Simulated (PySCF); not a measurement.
Computed structure and properties of [Sm(NH3)]3+

System: [Sm(NH3)]3+ (singlet in the valence; each metal's 4f electrons, 5 of them, lie in its core potential, out of spins and levels); start: template (C3v). Method: PySCF 2.14.0, RKS PBE0, Sm lcecp-1-SVP with ECP51, N def2-SVP, H def2-SVP; non-relativistic Hamiltonian with scalar-relativistic core potentials where named; density fitting; no spin-orbit coupling.

Input of the relaxation:

```python
mol = gto.M(atom='''
Sm     0.00000     0.00000    -0.26487
N     -0.00000    -0.00000     2.29263
H      0.93916     0.00004     2.69063
H     -0.46961     0.81332     2.69063
H     -0.46955    -0.81335     2.69063''',
    basis={'Sm': 'lcecp-1-SVP', 'N': 'def2-SVP', 'H': 'def2-SVP'},
    ecp={'Sm': 'lcecp-1-SVP'},
    charge=3, spin=0)
mf = dft.RKS(mol, xc='PBE0')
mf.grids.atom_grid = (50, 194)  # f atoms: unpruned, at least (60, 302)
mf = mf.density_fit()  # fitting sets: Sm AutoAux, N def2-universal-JKFIT, H def2-universal-JKFIT
mf.conv_tol = 1e-08; mf.max_cycle = 55
mf.kernel(dm0)  # dm0: converged density of the start geometry
# quasi-Newton relaxation in Cartesian coordinates to a largest gradient under 0.00045 Eh/bohr, steps kept in the point group
```

Run from Python with OMP_NUM_THREADS=2; the lines above give its settings. Where DIIS fails, smearing, a level shift and second-order steps follow.
It took 15 s on 2 threads of Intel(R) Xeon(R) Platinum 8259CL CPU @ 2.50GHz (Skylake/Cascade Lake), on a shared host, from the converged density of the start.

Course of the relaxation:

```csv
step,energy above end (eV),largest force component within the symmetry (eV/Å)
0,0.1531,2.480
1,0.0659,1.101
2,0.0162,0.436
3,0.0051,0.354
4,0.0001,0.077
5,0.0000,0.009
6,0.0000,0.002
```

Relaxed geometry (C3v):

```xyz
5

Sm    0.0000    0.0000   -0.1532
N     0.0000    0.0000    2.2196
H     0.9412    0.0000    2.6777
H    -0.4706    0.8151    2.6777
H    -0.4706   -0.8151    2.6777
```

| contact | Å |
| --- | --- |
| Sm1–N2 (NH3) | 2.373 |

On the finer grid (75, 302):

The HOMO is -27.47 eV, the LUMO is -20.14 eV and the dipole about the centre of mass is 3.63 D. The set of Mulliken populations of Sm1 outside the core potential is s 2.07, p 6.04, d 0.38, f 0.02 and the D3(BJ) dispersion energy (not in the energies) is -0.098 eV.

| atom | Mulliken (e) | Löwdin (e) | spin (e) |
| --- | --- | --- | --- |
| Sm1 | 2.49 | 2.41 | 0.00 |
| N2 | -0.38 | 0.00 | 0.00 |
| H3 | 0.30 | 0.20 | 0.00 |
| H4 | 0.30 | 0.20 | 0.00 |
| H5 | 0.30 | 0.20 | 0.00 |

The 4f levels lie in the core potential and are missing. Their spin isn't counted.

A rough frequency check found all modes real, so this is a minimum.

Taking off one NH3 (charge 0, singlet; the rest: singlet) in vacuum, both parts rigid, costs 5.50 eV; the small basis without counterpoise inflates it. Parting with an electron moved from the ligand to the metal can be far cheaper, even downhill.

Rigid scan of NH3 along the line from its metal:

```json
{"distance to N2 (Å)": "2.07", "energy (eV)": "0.611"}
{"distance to N2 (Å)": "2.17", "energy (eV)": "0.236"}
{"distance to N2 (Å)": "2.27", "energy (eV)": "0.051"}
{"distance to N2 (Å)": "2.37", "energy (eV)": "0.000"}
{"distance to N2 (Å)": "2.47", "energy (eV)": "0.040"}
{"distance to N2 (Å)": "2.57", "energy (eV)": "0.142"}
{"distance to N2 (Å)": "2.77", "energy (eV)": "0.450"}
```

One start shape was tried, so this needn't be the lowest isomer.

An lcecp potential fixes the number of 4f electrons, so in runs with it no electron can move into or out of that shell.
